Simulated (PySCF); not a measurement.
A species of formula C3H3BCl2 has this rotational fingerprint, computed with PySCF, PBE0-D3(BJ)/def2-SVP geometry optimisation, gas phase:

| Item | Value |
| --- | --- |
| Rotational constants | A = 2629, B = 1677, C = 1182 MHz |
| Dipole components | \|μa\| = 0.51 D, \|μb\| = 0.11 D, \|μc\| = 0.79 D |
| Inertial defect | -66.19 u·Å² |
| κ | -0.32 |

Task: Which candidate fits, each taken in the one conformer that was computed?
A. `[Cl:1][B:2]([Cl:3])[CH:4]1[CH:5]=[CH:6]1` with Cl1–B2–C4–C5 28°
B. `[CH:1]#[C:2][CH2:3][B:4]([Cl:5])[Cl:6]` with C2–C3–B4–Cl5 -84°
C. `CC#CB(Cl)Cl`
D. `[BH2:1][CH:2]1[C:3]([Cl:4])=[C:5]1[Cl:6]` with H–B1–C2–C3 151° and -28°

Result: B. It is C#CCB(Cl)Cl, an asymmetric top. The candidates at the same level (rigid rotor, commonest isotopes):

```tsv
SMILES	A (MHz)	B (MHz)	C (MHz)	μa (D)	μb (D)	μc (D)	Δ (u·Å²)	point group	rotor
ClB(Cl)C1C=C1	3233	1726	1207	2.07	0.59	0.00	-30.22	Cs	asymmetric top
C#CCB(Cl)Cl	2629	1677	1182	0.51	0.11	0.79	-66.19	near Cs	asymmetric top
CC#CB(Cl)Cl	3117	1195	868.3	3.03	0.04	0.01	-3.18	near Cs	asymmetric top
BC1C(Cl)=C1Cl	3151	1480	1059	0.00	0.43	0.47	-24.53	Cs	asymmetric top
```

`CC#CB(Cl)Cl` has B 29 % too low; `BC1C(Cl)=C1Cl` has A 20 % too high; `ClB(Cl)C1C=C1` has A 23 % too high. No structure here is proved a minimum.
